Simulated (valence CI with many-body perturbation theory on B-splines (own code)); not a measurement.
**Sr23+: calculated level list**

Calculated by valence CI with perturbative core correlation (CI+MBPT): five valence electrons over a frozen Dirac-Fock core [Ne], radial functions for each j: 11 s, 11 p, 10 d, 8 f, 5 g, 2 h, with the one-electron correlation potential Σ1, the two-electron term Σ2, the three-electron term Σ3, Breit, model QED; selected CI, second order for the rest, scaled by the run's own slope (own B-spline code, finite nucleus).

No measured levels were compared; by estimate levels of excited configurations hold to 0.05 to 0.15 % of their energy, terms of the ground configuration to about 0.5 %. Among the levels kept, up to 3500 cm⁻¹ of a level comes from second order outside the variational space, and about a tenth of that is noise between levels of different J, which matters for small intervals.

Levels 46 to 90 of 170, with energies above the lowest level, 3s2.3p3 4S°_3/2. "Leading %" is the weight of the configuration and term that name the level; weights of strongly mixed levels are sums over their largest components and can fall short, so below about 35 % the name and the second component can differ from the true leading terms, or belong to a minority configuration. In the jj column 3d3/2^4 stands for four electrons in 3d with j = 3/2.

| No. | Configuration | Term | J | E (cm⁻¹) | Leading % | Second component | Leading jj |
| --- | --- | --- | --- | --- | --- | --- | --- |
| 46 | 3s.3p3.3d | 6D° | 9/2 | 1296600 | 88 | 10 % 3s.3p3.3d 4F° | 3s 3p1/2^2 3p3/2 3d5/2 (51 %) |
| 47 | 3p5 | 2P° | 3/2 | 1309000 | 55 | 35 % 3s.3p3.3d 2P° | 3p1/2^2 3p3/2^3 (55 %) |
| 48 | 3s.3p3.3d | 4F° | 3/2 | 1356300 | 53 | 23 % 3s.3p3.3d 4D° | 3s 3p1/2^2 3p3/2 3d3/2 (39 %) |
| 49 | 3s.3p3.3d | 4D° | 5/2 | 1361900 | 46 | 16 % 3s.3p3.3d 4F° | 3s 3p1/2^2 3p3/2 3d5/2 (43 %) |
| 50 | 3s.3p3.3d | 4D° | 7/2 | 1393200 | 63 | 14 % 3s.3p3.3d 6D° | 3s 3p1/2 3p3/2^2 3d5/2 (67 %) |
| 51 | 3s.3p3.3d | 4D° | 1/2 | 1403600 | 82 | 5 % 3p5 2P° | 3s 3p1/2 3p3/2^2 3d5/2 (52 %) |
| 52 | 3s.3p3.3d | 4D° | 3/2 | 1404200 | 58 | 28 % 3s.3p3.3d 4F° | 3s 3p1/2 3p3/2^2 3d3/2 (60 %) |
| 53 | 3p5 | 2P° | 1/2 | 1408500 | 42 | 40 % 3s.3p3.3d 2P° | 3p1/2 3p3/2^4 (42 %) |
| 54 | 3s.3p3.3d | 4F° | 5/2 | 1409300 | 50 | 32 % 3s.3p3.3d 4D° | 3s 3p1/2 3p3/2^2 3d3/2 (66 %) |
| 55 | 3s.3p3.3d | 4F° | 7/2 | 1424200 | 59 | 10 % 3s.3p3.3d 4G° | 3s 3p1/2 3p3/2^2 3d3/2 (57 %) |
| 56 | 3s.3p3.3d | 4G° | 5/2 | 1446000 | 63 | 10 % 3s.3p3.3d 4F° | 3s 3p1/2^2 3p3/2 3d3/2 (51 %) |
| 57 | 3s.3p3.3d | 4F° | 9/2 | 1448700 | 63 | 22 % 3s.3p3.3d 4G° | 3s 3p1/2 3p3/2^2 3d5/2 (54 %) |
| 58 | 3s.3p3.3d | 2S° | 1/2 | 1449100 | 56 | 14 % 3s.3p3.3d 4P° | 3s 3p1/2^2 3p3/2 3d3/2 (36 %) |
| 59 | 3s.3p3.3d | 4G° | 7/2 | 1459900 | 56 | 26 % 3s.3p3.3d 4F° | 3s 3p1/2^2 3p3/2 3d5/2 (30 %) |
| 60 | 3s.3p3.3d | 4D° | 1/2 | 1482500 | 79 | 8 % 3s.3p3.3d 2P° | 3s 3p1/2^2 3p3/2 3d3/2 (35 %) |
| 61 | 3s.3p3.3d | 4G° | 9/2 | 1482700 | 51 | 41 % 3s.3p3.3d 4F° | 3s 3p1/2 3p3/2^2 3d5/2 (67 %) |
| 62 | 3s.3p3.3d | 2G° | 7/2 | 1498400 | 57 | 12 % 3s.3p3.3d 2F° | 3s 3p1/2^2 3p3/2 3d5/2 (47 %) |
| 63 | 3s.3p3.3d | 4D° | 3/2 | 1502900 | 55 | 12 % 3s.3p3.3d 2D° | 3s 3p1/2^2 3p3/2 3d3/2 (32 %) |
| 64 | 3s.3p3.3d | 2D° | 5/2 | 1503700 | 26 | 16 % 3s.3p3.3d 4P° | 3s 3p1/2^2 3p3/2 3d3/2 (26 %) |
| 65 | 3s.3p3.3d | 4G° | 11/2 | 1505100 | 94 | 4 % 3s2.3p.3d2 4G° | 3s 3p1/2 3p3/2^2 3d5/2 (94 %) |
| 66 | 3s.3p3.3d | 4P° | 3/2 | 1517000 | 42 | 16 % 3s.3p3.3d 4S° | 3s 3p1/2^2 3p3/2 3d5/2 (46 %) |
| 67 | 3s.3p3.3d | 2G° | 9/2 | 1520800 | 75 | 9 % 3s.3p3.3d 4F° | 3s 3p1/2 3p3/2^2 3d3/2 (61 %) |
| 68 | 3s.3p3.3d | 4P° | 1/2 | 1543400 | 61 | 20 % 3s.3p3.3d 2S° | 3s 3p1/2 3p3/2^2 3d5/2 (55 %) |
| 69 | 3s.3p3.3d | 4P° | 5/2 | 1543600 | 56 | 7 % 3s.3p3.3d 2D° | 3s 3p1/2 3p3/2^2 3d5/2 (33 %) |
| 70 | 3s.3p3.3d | 2D° | 3/2 | 1556400 | 34 | 11 % 3s.3p3.3d 4S° | 3s 3p1/2 3p3/2^2 3d3/2 (43 %) |
| 71 | 3s.3p3.3d | 4D° | 7/2 | 1562200 | 39 | 18 % 3s.3p3.3d 4F° | 3s 3p1/2 3p3/2^2 3d3/2 (30 %) |
| 72 | 3s.3p3.3d | 4D° | 5/2 | 1567600 | 29 | 26 % 3s.3p3.3d 4F° | 3s 3p1/2 3p3/2^2 3d5/2 (44 %) |
| 73 | 3s.3p3.3d | 4D° | 5/2 | 1571700 | 37 | 16 % 3s.3p3.3d 4F° | 3s 3p1/2 3p3/2^2 3d3/2 (44 %) |
| 74 | 3s.3p3.3d | 4P° | 3/2 | 1576900 | 32 | 23 % 3s.3p3.3d 4F° | 3s 3p1/2 3p3/2^2 3d3/2 (74 %) |
| 75 | 3s.3p3.3d | 2P° | 1/2 | 1584000 | 42 | 20 % 3s.3p3.3d 4D° | 3s 3p1/2^2 3p3/2 3d3/2 (32 %) |
| 76 | 3s.3p3.3d | 4D° | 7/2 | 1585300 | 40 | 30 % 3s.3p3.3d 4F° | 3s 3p1/2 3p3/2^2 3d5/2 (60 %) |
| 77 | 3s.3p3.3d | 4F° | 3/2 | 1586400 | 40 | 26 % 3s.3p3.3d 4P° | 3s 3p1/2 3p3/2^2 3d3/2 (58 %) |
| 78 | 3s.3p3.3d | 4P° | 5/2 | 1592600 | 32 | 15 % 3s.3p3.3d 2D° | 3s 3p1/2 3p3/2^2 3d5/2 (42 %) |
| 79 | 3s.3p3.3d | 4F° | 9/2 | 1595200 | 40 | 29 % 3s.3p3.3d 2G° | 3s 3p1/2 3p3/2^2 3d5/2 (46 %) |
| 80 | 3s.3p3.3d | 2F° | 7/2 | 1595800 | 54 | 9 % 3s.3p3.3d 4D° | 3s 3p1/2 3p3/2^2 3d5/2 (51 %) |
| 81 | 3s.3p3.3d | 4D° | 5/2 | 1599100 | 29 | 8 % 3s.3p3.3d 4F° | 3s 3p1/2 3p3/2^2 3d5/2 (42 %) |
| 82 | 3s.3p3.3d | 4D° | 3/2 | 1602100 | 28 | 13 % 3s.3p3.3d 4P° | 3s 3p1/2 3p3/2^2 3d5/2 (29 %) |
| 83 | 3s.3p3.3d | 4S° | 3/2 | 1603700 | 30 | 17 % 3s.3p3.3d 4P° | 3s 3p1/2 3p3/2^2 3d5/2 (47 %) |
| 84 | 3s.3p3.3d | 4D° | 7/2 | 1617600 | 48 | 21 % 3s.3p3.3d 2F° | 3s 3p1/2 3p3/2^2 3d3/2 (37 %) |
| 85 | 3s.3p3.3d | 2D° | 5/2 | 1617700 | 36 | 18 % 3s.3p3.3d 4F° | 3s 3p1/2 3p3/2^2 3d5/2 (44 %) |
| 86 | 3s.3p3.3d | 4P° | 1/2 | 1621700 | 67 | 8 % 3s.3p3.3d 4D° | 3s 3p1/2 3p3/2^2 3d3/2 (54 %) |
| 87 | 3s.3p3.3d | 2D° | 3/2 | 1637100 | 44 | 20 % 3s.3p3.3d 4D° | 3s 3p1/2 3p3/2^2 3d5/2 (48 %) |
| 88 | 3s.3p3.3d | 2G° | 7/2 | 1650300 | 46 | 8 % 3s.3p3.3d 4F° | 3s 3p1/2 3p3/2^2 3d3/2 (45 %) |
| 89 | 3s.3p3.3d | 2F° | 5/2 | 1655100 | 17 | 12 % 3s.3p3.3d 4P° | 3s 3p1/2 3p3/2^2 3d5/2 (47 %) |
| 90 | 3s.3p3.3d | 2P° | 3/2 | 1657600 | 36 | 12 % 3p5 2P° | 3s 3p1/2 3p3/2^2 3d5/2 (36 %) |

Names give the largest LS component (configuration and term), which can be under half, so a name can repeat, a term be missing and a line seem to break the LS rules; names also repeat where a configuration has a term twice.

Where two levels of one J and parity lie close, their mixing, g and order are uncertain.
